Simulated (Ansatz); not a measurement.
A search over several starts for the lowest SCF solution of WN₂O₂H₄⁺, that is WO2(NH2)2 with one electron fewer at the given spin, in a small basis.

```yaml
crystal:
  periodic: [false, false, false]
  atoms:
    - {symbol: W, position_ang: [0.537196, 0.000776, 0.370247]}
    - {symbol: O, position_ang: [0.484972, 0.003868, 2.092512]}
    - {symbol: O, position_ang: [2.128103, -0.000009, -0.291526]}
    - {symbol: N, position_ang: [-0.366906, 1.620493, -0.256076]}
    - {symbol: H, position_ang: [-0.128179, 2.118437, -1.110601]}
    - {symbol: H, position_ang: [-1.080462, 2.120544, 0.269222]}
    - {symbol: N, position_ang: [-0.366703, -1.621571, -0.249539]}
    - {symbol: H, position_ang: [-1.079282, -2.120241, 0.278390]}
    - {symbol: H, position_ang: [-0.128727, -2.122308, -1.102639]}
basis:
  gaussian: {orbitals: def2-SVP}
total_charge: 1
magnetization: {spin_polarized: true, initial_magnetization: 1}
hamiltonian: {xc: pbe0, dispersion: d4}
output: {orbitals: {seedname: orbitals}}
```

```sh
$ ansatz run in.yaml --threads 4 --pin off --events-out ev --progress --plain --max-ram 3916MiB
```

Output, abridged:

```
Functional definition: PBE0
1065 factors; integrals over basis functions are off by at most 8.5e-4 eV
mean field evaluation 1: about -8920.4720 eV, gradient 8.2e1 eV
mean field evaluation 2: about -8687.3566 eV, gradient 2.2e2 eV
mean field evaluation 4: about -8944.5594 eV, gradient 1.7e1 eV
mean field evaluation 8: about -8945.9566 eV, gradient 9.2e-1 eV
mean field evaluation 16: about -8945.9648 eV, gradient 2.4e-3 eV
mean field evaluation 32: about -8944.6120 eV, gradient 1.3e1 eV
mean field -8945.96482021 eV, -328.7581433498 hartree, gradient 2.5e-5 eV, S^2 0.797896; 4 other end points of the search recorded, 0 dependent functions left out
reference -8945.96487329 eV, -328.7581453006 hartree; 24, 23 occupied and 84, 85 virtual orbitals, 1065 factors
Total energy: -8946.11711190 eV, -328.7637399663 hartree
```

Hardware: 4 threads of Arm Neoverse V1 on a shared host. Wall time 5 s.

In the def2 sets W takes a core potential; there is no spin–orbit coupling.
